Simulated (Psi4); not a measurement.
Psi4 input (wB97X-D/6-31G*):

```
memory 1500 MB

molecule {
1 1
C    -1.04362215    0.14891845   -0.14969924
S     0.55418527   -0.01630678    0.03077809
H    -1.39596080    0.95534934   -0.78706621
H    -1.76903875   -0.49975121    0.32998966
H     0.55976817   -1.08820041    0.86282249
symmetry c1
no_reorient
no_com
}

set {
  basis 6-31G*
  reference rks
  scf_type pk
  dft_radial_points 99
  dft_spherical_points 590
  e_convergence 1e-8
  d_convergence 1e-7
  maxiter 150
}

e = energy('wb97x-d')
print_out(f'\nFINAL {e:.10f} DIPOLE {variable("CURRENT DIPOLE")[0]:.6f} {variable("CURRENT DIPOLE")[1]:.6f} {variable("CURRENT DIPOLE")[2]:.6f}\n')
```

From the last part of the output:

```
    One-Electron Energy =                -699.8004600112270737
    Two-Electron Energy =                 232.2814328179361780
    DFT Exchange-Correlation Energy =     -22.9596271008119253
    Empirical Dispersion Energy =          -0.0005144633580683
    VV10 Nonlocal Energy =                  0.0000000000000000
    Total Energy =                       -437.7234358709359299

Computation Completed

Properties will be evaluated at   0.000000,   0.000000,   0.000000 [a0]

Properties computed using the SCF density matrix

 Multipole Moments:

 ------------------------------------------------------------------------------------
     Multipole            Electronic (a.u.)      Nuclear  (a.u.)        Total (a.u.)
 ------------------------------------------------------------------------------------

 L = 1.  Multiply by 2.5417464519 to convert [e a0] to [Debye]
 Dipole X            :         -0.6724280            0.0000001           -0.6724279
 Dipole Y            :         -0.2849319           -0.0000001           -0.2849320
 Dipole Z            :          0.1991369           -0.0000001            0.1991368
 Magnitude           :                                                    0.7569683

 ------------------------------------------------------------------------------------

FINAL -437.7234358709 DIPOLE -0.672428 -0.284932 0.199137

*** Psi4 exiting successfully. Buy a developer a beer!
```

The dipole moment of an ion depends on the origin.

The geometry given is a B3LYP-D3(BJ)/def2-TZVP minimum.
